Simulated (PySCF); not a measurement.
# Magnetic susceptibility: `[H]/N=C(\CC=C)CCC`, C₇H₁₃N

Geometry (Å), atoms numbered from 1 in this order:
```xyz
21

C     2.629    1.261   -0.444
C     2.404    0.248    0.373
C     1.196    0.120    1.249
C     0.321   -0.999    0.714
N     0.261   -2.167    1.174
C    -0.521   -0.650   -0.477
C    -1.815    0.050   -0.044
C    -2.673    0.424   -1.245
H     1.952    2.097   -0.513
H     3.503    1.304   -1.070
H     3.098   -0.582    0.422
H     0.636    1.057    1.249
H     1.505   -0.115    2.272
H     0.842   -2.350    1.990
H    -0.777   -1.569   -1.005
H     0.044    0.003   -1.144
H    -1.577    0.953    0.523
H    -2.373   -0.620    0.613
H    -3.584    0.921   -0.921
H    -2.947   -0.464   -1.810
H    -2.131    1.097   -1.907
```

Theory: GIAO HF/pcSseg-1 magnetisability, rotational g tensor and spin-rotation constants, non-relativistic, gas phase in PySCF 2.14.0. Geometry: GFN2-xTB.

**Question.** What are the magnetisability and the molar susceptibility?

**Answer.** Isotropic -1325 × 10⁻³⁰ J/T², or -79.8 × 10⁻⁶ cm³/mol; principal values -1403, -1367, -1205 × 10⁻³⁰ J/T², anisotropy 183 × 10⁻³⁰ J/T² (root of half the summed squared differences of the principal values). The susceptibility is in cgs units.

**Question.** Split it along the inertial axes a, b, c into diamagnetic and paramagnetic parts about the centre of mass, with the quadrupole moment.

**Answer.** 
| axis | χ (10⁻⁶ cm³/mol) | diamagnetic (10⁻⁶ cm³/mol) | paramagnetic (10⁻⁶ cm³/mol) | summed x² of all electrons (Å²) | quadrupole Θ (D Å) |
| --- | --- | --- | --- | --- | --- |
| a | -81.8 | -578.8 | 497.0 | 235.8 | +3.03 |
| b | -73.6 | -1135.3 | 1061.7 | 104.7 | -2.76 |
| c | -84.0 | -1444.5 | 1360.5 | 31.8 | -0.27 |

Anisotropies 2χaa − χbb − χcc = -5.9 and 2χbb − χaa − χcc = +18.5 × 10⁻⁶ cm³/mol. Θ is traceless in Buckingham's convention.

**Question.** And the rotational g tensor?

**Answer.** 
| axis | rotational constant (GHz) | g | nuclear part | electronic part |
| --- | --- | --- | --- | --- |
| a | 2.6840 | -0.0168 | 0.6099 | -0.6267 |
| b | 1.2288 | -0.0104 | 0.6025 | -0.6129 |
| c | 0.9338 | -0.0040 | 0.5928 | -0.5968 |

Asymmetric top; isotopes 12C, 1H, 14N; no vibrational averaging.
